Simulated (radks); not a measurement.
Task: The mean radii <r> (bohr) of the occupied orbitals of an atom or ion are listed with their occupations. Calculated with a radial shooting solver on a logarithmic mesh with Libxc functionals: scalar-relativistic Kohn-Sham, BLYP, spin-polarised, spherical densities, point nucleus.

| orbital | occ. | <r> |
|---|---|---|
| 1s up | 1 | 0.03517 |
| 1s down | 1 | 0.03516 |
| 2s up | 1 | 0.1537 |
| 2s down | 1 | 0.1537 |
| 2p up | 3 | 0.1339 |
| 2p down | 3 | 0.1339 |
| 3s up | 1 | 0.4289 |
| 3s down | 1 | 0.4288 |
| 3p up | 3 | 0.4306 |
| 3p down | 3 | 0.4303 |
| 3d up | 5 | 0.4152 |
| 3d down | 5 | 0.4145 |
| 4s up | 1 | 1.088 |
| 4s down | 1 | 1.086 |
| 4p up | 3 | 1.198 |
| 4p down | 1 | 1.203 |
| 4d up | 5 | 1.577 |
| 5s up | 1 | 2.767 |
| 4f up | 2 | 10.08 |

Name the element and its charge. Open shells, if any, are filled with parallel spins first.

Result: Z = 42, molybdenum, charge 0: Mo in [Ar] 3d10 4s2 4p4 4d5 5s1 4f2. The 1s radius gives Z: for a bare nucleus <r> = (2 gamma + 1)/(2Z) with gamma = sqrt(1 - (Z/c)^2), 0.03457 bohr for Z = 42, and screening makes it slightly larger (0.03517 here). The occupations add up to 42, and the charge is Z minus that.
